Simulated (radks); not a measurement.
Q: Dipole-allowed excitations along the series with 29 electrons in [Ar] 3d10 4s1. Method: scalar-relativistic Kohn-Sham, exchange-only LDA, spin-polarised, spherical densities, finite nucleus; open shells are filled with parallel spins first; Fermi nuclear charge, rms radius of each element as measured or else 0.836 A^(1/3) + 0.57 fm; computed with a radial shooting solver on a logarithmic mesh with Libxc functionals. Time-dependent linear response with the Hartree and adiabatic exchange-only LDA kernel, continuum included through the Sternheimer equations, no spin-orbit coupling, so fine structure and intercombination lines are absent. Lines are the poles of the dipole polarisability below minus the highest occupied eigenvalue, found on a grid refined at the orbital gaps; the lowest seven at most are given, and weak or close lines can be missed. The first line takes the name of the lowest orbital gap if no other gap lies below it; otherwise a line is named after a gap within 0.6 % of it, if that gap stands alone.

| species | -e(HOMO) (eV) | lowest orbital gap (eV) | first line (eV) | f | static alpha (bohr^3) |
|---|---|---|---|---|---|
| Zn+ | 13.931 | 4s-4p 6.199 | 6.518 (4s-4p) | 0.716 | 17.08 |
| Ga2+ | 26.071 | 4s-4p 8.301 | 8.835 (4s-4p) | 0.773 | 9.272 |
| As4+ | 57.095 | 4s-4p 12.382 | 13.227 (4s-4p) | 0.782 | 3.973 |
| Se5+ | 75.699 | 4s-4p 14.410 | 15.388 (4s-4p) | 0.772 | 2.865 |

Estimate the first line of Ge3+, its oscillator strength and the static polarisability.

A: 11.052 eV (4s-4p), f = 0.785, alpha = 5.821 bohr^3.
